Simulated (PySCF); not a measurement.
## Yb⁶³⁺ (ytterbium, charge +63) across methods

[He] 2s2 2p3, high-spin 4S determinant. Computed with PySCF 2.14 in an even-tempered Gaussian basis (17 s from 42 bohr⁻², ratio 2.2; 10 p from 54 bohr⁻², ratio 2.2; 5 d from 200 bohr⁻², ratio 2.4; 5 f from 300 bohr⁻², ratio 2.4; 4 g from 450 bohr⁻², ratio 2.4), with the non-relativistic Hamiltonian (point nucleus).

| method | E (hartree) | mean ε 2s α (eV) | mean ε 2s β (eV) | mean ε 2p α (eV) | Σ⟨r²⟩ (bohr²) | ⟨S²⟩ |
| --- | --- | --- | --- | --- | --- | --- |
| r2SCAN | -7662.77 | -14749.8 | -14648.9 | -14504.8 | 0.03980 | 3.750 |
| r2SCANh | -7662.79 | -14765.5 | -14658.4 | -14518.5 | 0.03980 | 3.750 |
| PBE | -7662.06 | -14722.5 | -14643.1 | -14485.1 | 0.03982 | 3.750 |
| revPBE | -7662.67 | -14723.4 | -14643.8 | -14485.4 | 0.03982 | 3.750 |
| UHF | -7662.72847 | -14906.7 | -14742.2 | -14641.1 | 0.03979 | 3.750 |
| PBE0 | -7662.28 | -14768.9 | -14668.4 | -14524.4 | 0.03981 | 3.750 |
| LDA | -7655.36 | -14712.5 | -14632.9 | -14479.2 | 0.03984 | 3.750 |

A non-relativistic calculation at this Z misses sizeable relativistic shifts. Spin-orbit coupling, which splits the p, d and f shells strongly at this Z, is absent. Spin-orbit coupling is strong in this species (close to jj coupling), so the high-spin LS determinant is a model state, not a physical level.
